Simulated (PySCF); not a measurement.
A GIAO shielding run with PySCF (density fitting, non-relativistic, gas phase) on `C[SiH2]N[Si@H](C)P`, C2H12NPSi2:

```
$ OMP_NUM_THREADS=1 python probes_run.py task.json out

{"job": {"kind": "nmr", "xc": "PBE0", "basis": "pcSseg-1"}, "charge": 0, "multiplicity": 1}
C     -3.209047     0.019446    -0.628878
Si    -1.689881     0.182816     0.489857
N     -0.328307    -0.386486    -0.421947
Si     1.301105    -0.610820     0.111498
C      1.913984     0.976916     0.963037
P      2.436638    -1.167301    -1.751041
H     -3.090325     0.582129    -1.550506
H     -4.093265     0.397072    -0.126243
H     -3.401404    -1.015964    -0.895497
H     -1.833288    -0.627686     1.705805
H     -1.459607     1.583648     0.863512
H     -0.538304    -0.755608    -1.335935
H      1.405397    -1.738566     1.055906
H      2.977589     0.927339     1.178146
H      1.741422     1.847962     0.336820
H      1.390496     1.134674     1.900281
H      3.607475    -1.459257    -1.079466
H      2.860561     0.116005    -2.040334
```

Hardware: 1 thread of an Arm Neoverse V1, shared host. The job also computes population analyses, field gradients.

(1) How large is the calculation?

(2) How long does it take, and how much memory does it need?

Answers

(1) 74 electrons, 183 basis functions and 1017 auxiliary functions.

(2) 37 s of wall time, with 12 SCF cycles and 4 response iterations; peak memory 0.83 GiB. Times on a shared host scatter by some tens of per cent.
